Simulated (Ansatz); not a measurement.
GeH3 (SMILES [GeH3]) moved off its minimum; all values from Ansatz (a quantum-chemistry and plane-wave program), cores frozen in correlated methods. Open shells are unrestricted.
(charge 0, multiplicity 2)
```xyz
4

Ge    -0.0122     0.0618     0.0010
H     -0.8757    -1.1025    -0.3332
H     -0.5612     1.2978    -0.4355
H      1.4956    -0.1012    -0.4276
```

Forces at B3LYP/def2-TZVPP (eV/Å):

```
atom      Fx      Fy      Fz
----  ------  ------  ------
Ge1    1.990  -1.401   1.007
H2    -0.439  -0.739  -0.283
H3    -0.945   2.150  -0.811
H4    -0.606  -0.010   0.086
```

### Question
Give the forces (eV/Å), the total energy and the dipole at CCSD(T)/aug-cc-pVTZ.

### Answer

```tsv
atom	Fx	Fy	Fz
Ge1	2.079	-1.470	1.070
H2	-0.518	-0.847	-0.295
H3	-1.027	2.336	-0.857
H4	-0.534	-0.019	0.083
```
Energy -2077.2440 hartree, dipole 0.20 D.
